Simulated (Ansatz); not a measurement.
The cluster Ru3⁺. Total charge 1; doublet. Geometry r2SCAN-D4/def2-TZVP, that of the neutral singlet; atoms count from 1.

```
atom   x (Å)   y (Å)   z (Å)
 Ru1  -0.452  -0.315  -1.186
 Ru2  -0.834   0.185   0.990
 Ru3   1.286   0.131   0.196
```

In the def2 sets Ru takes a core potential; there is no spin–orbit coupling. The charge 1 doublet is spin-contaminated (final ⟨S²⟩ up to 3.84, 0.75 for a pure state). The structure comes from a short search, and lower isomers may exist.

(1) Estimate the Mulliken populations from the PBE0/def2-TZVP orbitals of Ansatz.

(2) Where does the spin sit?

(3) And the Mayer bond orders between heavy atoms (over 0.3)?

## Answers

(1) 
| atom | charge (e) | spin (α − β) | d electrons |
| --- | --- | --- | --- |
| Ru1 | 0.36 | -2.92 | 6.70 |
| Ru2 | 0.32 | 1.96 | 6.89 |
| Ru3 | 0.32 | 1.96 | 6.89 |
Mulliken values depend strongly on the basis.

(2) Summed by element: Ru 1.00, of 1 unpaired in all. Largest on single atoms: Ru1 -2.92, Ru3 1.96, Ru2 1.96.

(3) Ru1–Ru2 1.42 (2.26 Å); Ru1–Ru3 1.42 (2.26 Å); Ru2–Ru3 2.00 (2.26 Å).
